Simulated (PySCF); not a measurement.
# Checking a proposed structure

A compound C8H14 gives the data below (simulated from a calculation) and was assigned the structure `C1CC[C@H]2CC[C@H]2C1`.

13C{1H} NMR (computed): δ 28.9 (CH2, 6C), 26.7 (CH, 2C).

1H NMR (300 MHz, computed): δ 1.56 (m, 12H), 1.37 (m, 2H).

- geometry from GFN2-xTB
- σ from GIAO-PBE0/pcSseg-1
- program: PySCF
- no solvent model, one conformer, relativity neglected, one averaged value for each set of equivalent atoms

Chemical shifts δ = σref − σ; 1H and 13C against TMS, all at this level.

**Question.** Compare with the shifts computed for the proposed structure, pairing carbons in order of shift.

**Answer.** Mapped SMILES: `[CH2:1]1[CH2:2][CH2:3][C@H:4]2[CH2:5][CH2:6][C@H:7]2[CH2:8]1`. Hydrogens are named by the atom that carries them.

| atom | computed for proposal | given list | difference |
| --- | --- | --- | --- |
| C4 | 33.5 | 28.9 | +4.6 |
| C7 | 33.5 | 28.9 | +4.6 |
| C3 | 32.7 | 28.9 | +3.8 |
| C8 | 32.7 | 28.9 | +3.8 |
| C1 | 26.2 | 28.9 | -2.7 |
| C2 | 26.2 | 28.9 | -2.7 |
| C5 | 25.1 | 26.7 | -1.6 |
| C6 | 25.1 | 26.7 | -1.6 |

The rms difference is 3.3 ppm and the largest +4.6 ppm at C4 (sp3 CH in a ring). The proposal also would give 4 carbon signals, not 2. The carbon types in order of shift don't match either: CH, CH, CH2, CH2, CH2, CH2, CH2, CH2 for the proposal against CH2, CH2, CH2, CH2, CH2, CH2, CH, CH in the data. The proposal doesn't fit.

**Question.** Which isomer fits?

**Answer.** bicyclo[2.2.2]octane (SMILES C1CC2CCC1CC2).

- Carbon types of the structure: 2 × CH, 6 × CH2, which accounts for all hydrogens.
- δC 28.9: sp3 CH2 in a ring; aliphatic region, no heteroatom directly attached.
- δC 26.7: sp3 CH in a ring; aliphatic region, no heteroatom directly attached.
- δH 1.56: hydrogen on an sp3 CH2 in a ring; far from electronegative atoms and π systems.
- δH 1.37: hydrogen on an sp3 CH in a ring; far from electronegative atoms and π systems.

This is the structure that produced the data.

Shifts are as computed. Against solution values, carbons near 30 ppm lie about +3 ppm off and those near 130 ppm about +5 ppm. Of 1211 compounds with measured shifts, 218 miss one by over three times the rms of a fit or turn the order of signals round; such compounds aren't used in these exercises. No couplings were computed; multiplicities are counted from neighbouring protons, with m where these are inequivalent, close in shift, in a saturated or five-membered ring or joined by F or P, and br s for small geminal =CH2 splittings.
